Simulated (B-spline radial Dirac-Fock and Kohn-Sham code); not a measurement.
# Ne³⁺: photoemission with 1280 eV photons

System: neon as Ne³⁺, [He] 2s2 2p3.

Method: independent-particle photoionisation in a Dirac-Hartree-Slater potential with a Latter tail, all multipoles, thresholds from Dirac-Fock ΔSCF. Computed with a B-spline atomic structure program. The asymmetry parameter β is from the dipole term alone. Kinetic energies are from the vacuum level. Open shells are spread statistically over j, without multiplet splitting.

The last column is dσ/dΩ = σ/(4π) · [1 + β P₂(cos θ)] at θ = 0° from the polarisation vector of linearly polarised light.

| subshell | electrons | binding (eV) | kinetic (eV) | σ (kb) | β | dσ/dΩ (kb/sr) |
| --- | --- | --- | --- | --- | --- | --- |
| K (1s) | 2 | 963.3 | 316.7 | ? | ? | ? |
| L1 (2s) | 2 | 115.9 | 1164.1 | 7.51 | 2.00 | 1.79 |
| L2 (2p1/2) | 1 | 93.39 | 1186.6 | 0.617 | 0.77 | 0.0870 |
| L3 (2p3/2) | 2 | 93.24 | 1186.8 | 1.22 | 0.77 | 0.172 |

Q: What are σ and β for K (1s)?

A: σ = 133 kb, the largest of all subshells and 93 % of the total, and β = 2.00, which gives dσ/dΩ = 31.8 kb/sr.
